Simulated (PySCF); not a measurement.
**Assignment exercise: C₇H₁₂FN**

Geometry:
```json
{"atom": "C1", "x (Å)": "2.686", "y (Å)": "-0.252", "z (Å)": "-0.222"}
{"atom": "C2", "x (Å)": "1.372", "y (Å)": "0.481", "z (Å)": "-0.457"}
{"atom": "C3", "x (Å)": "0.298", "y (Å)": "0.101", "z (Å)": "0.573"}
{"atom": "C4", "x (Å)": "-0.328", "y (Å)": "-1.280", "z (Å)": "0.322"}
{"atom": "C5", "x (Å)": "-1.581", "y (Å)": "-1.002", "z (Å)": "-0.510"}
{"atom": "C6", "x (Å)": "-2.112", "y (Å)": "0.288", "z (Å)": "0.101"}
{"atom": "F7", "x (Å)": "-2.909", "y (Å)": "1.009", "z (Å)": "-0.763"}
{"atom": "C8", "x (Å)": "-0.858", "y (Å)": "1.064", "z (Å)": "0.483"}
{"atom": "N9", "x (Å)": "-0.735", "y (Å)": "2.296", "z (Å)": "0.665"}
{"atom": "H10", "x (Å)": "2.555", "y (Å)": "-1.331", "z (Å)": "-0.282"}
{"atom": "H11", "x (Å)": "3.086", "y (Å)": "-0.011", "z (Å)": "0.760"}
{"atom": "H12", "x (Å)": "3.418", "y (Å)": "0.042", "z (Å)": "-0.971"}
{"atom": "H13", "x (Å)": "1.002", "y (Å)": "0.265", "z (Å)": "-1.461"}
{"atom": "H14", "x (Å)": "1.538", "y (Å)": "1.556", "z (Å)": "-0.384"}
{"atom": "H15", "x (Å)": "0.750", "y (Å)": "0.168", "z (Å)": "1.566"}
{"atom": "H16", "x (Å)": "-0.613", "y (Å)": "-1.741", "z (Å)": "1.269"}
{"atom": "H17", "x (Å)": "0.355", "y (Å)": "-1.953", "z (Å)": "-0.191"}
{"atom": "H18", "x (Å)": "-1.322", "y (Å)": "-0.809", "z (Å)": "-1.552"}
{"atom": "H19", "x (Å)": "-2.303", "y (Å)": "-1.817", "z (Å)": "-0.476"}
{"atom": "H20", "x (Å)": "-2.723", "y (Å)": "0.100", "z (Å)": "0.995"}
{"atom": "H21", "x (Å)": "-1.585", "y (Å)": "2.842", "z (Å)": "0.535"}
```

How the numbers were obtained: PBE0/pcSseg-1 with gauge-including orbitals, structure optimised with GFN2-xTB, in PySCF 2.14 (non-relativistic, no solvent model, fast rotation and ring inversion assumed for equivalent nuclei, one computed conformer).

Chemical shifts δ = σref − σ; TMS for 13C and 1H, all at this level.

Q: Assign these signals to the numbered atoms. 13C{1H} NMR (computed): δ 192.0 (C), 96.6 (CH), 47.7 (CH), 33.3 (CH2), 32.3 (CH2), 23.8 (CH2), 15.7 (CH3).

A: 
```tsv
δ (ppm)	atoms	environment	reason
192.0	C8	carbon bonded to 2 C, N	–
96.6	C6	carbon bonded to 2 C, F, H	–
47.7	C3	carbon bonded to 3 C, H	–
33.3	C2	carbon bonded to 2 C, 2 H	–
32.3	C5	carbon bonded to 2 C, 2 H	–
23.8	C4	carbon bonded to 2 C, 2 H	–
15.7	C1	carbon bonded to C, 3 H	–
```

C2 and C5 lie closer than the usual error of such a calculation, so a measured spectrum could show them in the other order.

Q: Assign these signals to the numbered atoms. 1H NMR (400 MHz, computed): δ 11.26 (br s, 1H), 5.02 (m, 1H), 2.22 (m, 1H), 2.09 (m, 1H), 2.05 (m, 1H), 1.90 (m, 1H), 1.69 (m, 1H), 1.68 (m, 1H), 1.20 (m, 1H), 1.09 (m, 3H).

A: 
| δ (ppm) | atoms | environment | reason |
| --- | --- | --- | --- |
| 11.26 | H21 | hydrogen on a nitrogen bonded to C | – |
| 5.02 | H20 | hydrogen on a carbon bonded to 2 C, F | – |
| 2.22 | H19 | hydrogen on a carbon bonded to 2 C | – |
| 2.09 | H14 | hydrogen on a carbon bonded to 2 C | – |
| 2.05 | H15 | hydrogen on a carbon bonded to 3 C | – |
| 1.90 | H18 | hydrogen on a carbon bonded to 2 C | – |
| 1.69 | H17 | hydrogen on a carbon bonded to 2 C | – |
| 1.68 | H16 | hydrogen on a carbon bonded to 2 C | – |
| 1.20 | H13 | hydrogen on a carbon bonded to 2 C | – |
| 1.09 | H10/H11/H12 | hydrogen on a carbon bonded to C | – |

H14 and H15; H17 and H16; H13 and H10/H11/H12 lie closer than the usual error of such a calculation, so a measured spectrum could show them in the other order.

Exchangeable OH/NH protons stand at their gas-phase positions; hydrogen bonding in a real sample shifts them, mostly to higher δ. Splittings by 19F in the carbon and heteronuclear signals aren't shown, as no couplings were computed. Shifts are as computed. Against solution values, carbons near 30 ppm lie about +3 ppm off and those near 130 ppm about +5 ppm. Of 1211 compounds with measured shifts, 218 miss one by over three times the rms of a fit or turn the order of signals round; such compounds aren't used in these exercises. No couplings were computed; multiplicities are counted from neighbouring protons, with m where these are inequivalent, close in shift, in a saturated or five-membered ring or joined by F or P, and br s for small geminal =CH2 splittings.
